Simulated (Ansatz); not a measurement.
The lowest singlet and triplet of C6H6 (SMILES C=C1C=CC=C1); geometries from B3LYP-D3(BJ)/def2-TZVP, each state relaxed from the structure named, with no frequency check.
Singlet (charge 0, multiplicity 1):
```xyz
12

C      2.063    -0.051     0.367
C      0.746    -0.019     0.133
C     -0.156    -1.172    -0.002
C     -1.398    -0.701    -0.233
C     -1.357     0.770    -0.258
C     -0.090     1.178    -0.042
H      2.644     0.858     0.451
H      2.592    -0.989     0.482
H      0.155    -2.202     0.075
H     -2.291    -1.291    -0.379
H     -2.216     1.403    -0.424
H      0.277     2.191     0.002
```
Triplet (charge 0, multiplicity 3):
```xyz
12

C      2.130    -0.053     0.379
C      0.763    -0.019     0.136
C     -0.123    -1.130     0.003
C     -1.473    -0.643    -0.248
C     -1.436     0.715    -0.271
C     -0.060     1.135    -0.035
H      2.705     0.858     0.462
H      2.653    -0.991     0.493
H      0.164    -2.169     0.076
H     -2.342    -1.267    -0.388
H     -2.268     1.382    -0.433
H      0.285     2.158     0.004
```

A positive gap puts the triplet lower; no zero-point energy. R- takes a restricted singlet. The triplet is unrestricted in single-reference levels. Active spaces average the two states.

Cores are frozen in the correlated methods.

Run with Ansatz (Gaussian orbitals). Values without a source in brackets are computed.

R-PBE/def2-TZVPP gives -36.33 kcal/mol for the gap E(singlet) − E(triplet), adiabatic.

### Question
Predict the shift from PBE, with its sign, for: R-r2SCAN/def2-TZVPP, R-PBE0/def2-TZVPP, R-wB97M-V/def2-TZVPP, R-B2PLYP/def2-TZVPP, R-MP2/cc-pVDZ, R-CCSD(T)/cc-pVDZ, SC-NEVPT2 on SA-CASSCF(6,6)/cc-pVDZ, FIC-MRCISD+Q on SA-CASSCF(6,6)/cc-pVDZ.

### Answer
R-r2SCAN/def2-TZVPP 6.44; R-PBE0/def2-TZVPP 3.11; R-wB97M-V/def2-TZVPP -1.89; R-B2PLYP/def2-TZVPP -2.42; R-MP2/cc-pVDZ -11.52; R-CCSD(T)/cc-pVDZ -2.87; SC-NEVPT2 on SA-CASSCF(6,6)/cc-pVDZ -3.73; FIC-MRCISD+Q on SA-CASSCF(6,6)/cc-pVDZ -3.00 kcal/mol. 2 of 8 lie above PBE; the widest gap is to R-MP2/cc-pVDZ.

Doubts at one or more of the structures used: a restricted determinant that unrestricted orbitals would lower (R-MP2/cc-pVDZ, R-CCSD(T)/cc-pVDZ); a spin-contaminated determinant (R-MP2/cc-pVDZ, R-CCSD(T)/cc-pVDZ).

Ansatz is a first-principles code.
